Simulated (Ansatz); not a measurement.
Geometry optimisation, RHF/def2-SVP (Ansatz 0.2.0).

The input (input.yaml):

```yaml
crystal:
  periodic: [false, false, false]
  atoms:
    - { symbol: C, position_ang: [0.90642, -1.00236, -0.49119] }
    - { symbol: C, position_ang: [-0.02105, -0.99497, 0.68836] }
    - { symbol: "N", position_ang: [-0.78636, -0.07978, 1.0615] }
    - { symbol: In, position_ang: [-1.0322, 1.79039, 0.1325] }
    - { symbol: H, position_ang: [0.64402, -1.82389, -1.15911] }
    - { symbol: H, position_ang: [0.84013, -0.05175, -1.02925] }
    - { symbol: H, position_ang: [1.93021, -1.16353, -0.15134] }
    - { symbol: H, position_ang: [-0.00281, -1.92201, 1.27719] }
    - { symbol: H, position_ang: [-1.47959, 0.17148, 1.79492] }
    - { symbol: H, position_ang: [-0.32497, 2.47747, -1.32433] }
basis:
  gaussian: { orbitals: def2-SVP }
hamiltonian:
  xc: hf
relax:
  f_tol: 0.02
  max_steps: 50
output:
  orbitals: {}
```

Launched with:

```bash
$ ansatz run input.yaml --threads 2 --pin off --max-ram 3072MiB --backend cpu --events-out ev --progress --plain --runs-dir out
```

Q: Where does it end, and by what steps?

A: The run converged. After 9 steps the energy has fallen by 2.353 eV; In4 moved furthest, 0.75 Å.

```
step  energy less start (eV)  largest force component (eV/Å)  accepted
   0                  0.0000                           4.645       yes
   1                 -1.1274                           2.647       yes
   2                 -1.8572                           1.391       yes
   3                 -2.2456                           0.567       yes
   4                 -2.3330                           0.799       yes
   5                 -2.3325                           0.717        no
   6                 -2.3509                           0.060       yes
   7                 -2.3521                           0.058       yes
   8                 -2.3526                           0.021       yes
   9                 -2.3527                           0.012       yes
```

```xyz
10
Properties=species:S:1:pos:R:3
C 0.898 -1.001 -0.491
C -0.021 -0.994 0.684
N -0.759 -0.026 0.997
In -1.363 2.466 0.110
H 0.649 -1.840 -1.145
H 0.833 -0.069 -1.047
H 1.924 -1.154 -0.149
H -0.022 -1.906 1.289
H -1.304 -0.214 1.823
H -0.160 2.138 -1.270
```

Whether the end is a true minimum wasn't checked by a vibrational analysis.

Run time: 17 s on 2 threads of AMD EPYC 7B13 (Zen 3), on a shared host, peak memory 0.23 GiB.
